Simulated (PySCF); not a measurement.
A GIAO shielding run with PySCF 2.14.0 with density-fitted response routines (density fitting, non-relativistic, gas phase) on SMILES CCCN(NC)[SiH](C)C, C6H18N2Si:

```
$ OMP_NUM_THREADS=1 python probes_run.py task.json out

{"job": {"kind": "nmr", "xc": "PBE0", "basis": "pcSseg-1"}, "charge": 0, "multiplicity": 1}
C      2.091571     0.373217     1.102563
C      2.248005    -0.522855    -0.118115
C      1.204697    -0.217410    -1.198095
N     -0.153473    -0.508092    -0.794414
N     -0.386845    -1.903526    -0.742551
C     -0.732126    -2.406169     0.572909
Si    -1.399057     0.648426    -0.480771
C     -0.912241     2.319667    -1.230803
C     -1.827215     0.955728     1.356108
H      2.206868     1.418985     0.824190
H      2.840194     0.132361     1.854383
H      1.105640     0.242020     1.540506
H      2.152338    -1.570001     0.172239
H      3.241193    -0.384248    -0.551321
H      1.431955    -0.819168    -2.085825
H      1.258038     0.836227    -1.469176
H     -1.132387    -2.138142    -1.396264
H     -0.738017    -3.494642     0.523923
H     -1.708629    -2.063410     0.936303
H      0.031778    -2.088994     1.279764
H     -2.605129     0.115273    -1.151294
H     -0.635195     2.231081    -2.275646
H     -0.082468     2.775049    -0.700139
H     -1.749659     3.006473    -1.170147
H     -2.653137     1.657244     1.435428
H     -0.991245     1.382451     1.904625
H     -2.125348     0.048875     1.873780
```

Hardware: 1 thread of an x86-64 server CPU, shared host. The job also computes population analyses, field gradients.

Question: How large is the calculation?

Answer: 82 electrons, 250 basis functions and 1307 auxiliary functions.

Question: How long does it take?

Answer: 56 s of wall time, with 14 SCF cycles and 4 response iterations. Times on a shared host scatter by some tens of per cent.
